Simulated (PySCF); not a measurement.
**Computed properties of B(F)(Cl)(NH2) (BClFH2N), SMILES FB(N)Cl**

B(F)(Cl)(NH2) (BClFH2N), SMILES ClB(N)F. Geometry optimised at B3LYP-D3(BJ)/def2-SVP. The values are those of a single conformer. All values are computed for the isolated molecule unless a solvent is named; none is compared with measurement here.

**Structure.** The optimised structure has Cs symmetry. All 12 harmonic modes at B3LYP-D3(BJ)/def2-SVP (PySCF) are real, so it is a minimum. With heavy atoms numbered as in [B:1]([F:2])([Cl:3])[NH2:4], the shortest bond between them is B1–F2 at 1.332 Å and the longest B1–Cl3 at 1.779 Å.

**Vibrations.** The strongest infrared lines (harmonic, unscaled, degenerate partners summed) lie at 1240 cm⁻¹ (368 km/mol, B 66 %, H 12 %, F 11 %, N 10 %), 1595 cm⁻¹ (276 km/mol, H 56 %, N 24 %, B 18 %), 456 cm⁻¹ (157 km/mol, H 82 %, N 12 %). The softest mode is at 321 cm⁻¹ and the zero-point energy is 22.1 kcal/mol.

**Electronic structure.** HF/def2-TZVPD (PySCF) places the frontier levels at -12.06 and 1.19 eV, a gap of 13.25 eV, and gives a dipole moment of 2.82 D and a mean polarisability of 34.6 bohr³.

**Excitations.** TDA-CAM-B3LYP/def2-SVPD (PySCF) has S1 at 7.47 eV (166 nm, f = 0.013, weak); the most intense of the 10 singlets computed lies at 8.64 eV (f = 0.32). T1 (TDA) is at 7.04 eV, 0.43 eV under S1. No vertical singlet excitation falls in the visible range (under 3.1 eV).

**NMR.** GIAO shifts at PBE0/pcSseg-2 (PySCF) (non-relativistic, atoms alike by connectivity averaged): ¹H at 3.4 ppm against TMS; ¹⁹F at -110.7 ppm against CFCl3; ¹¹B at 16.7 ppm against BF3. Without spin–orbit terms, shifts of atoms bonded to Cl or Br come out too high.
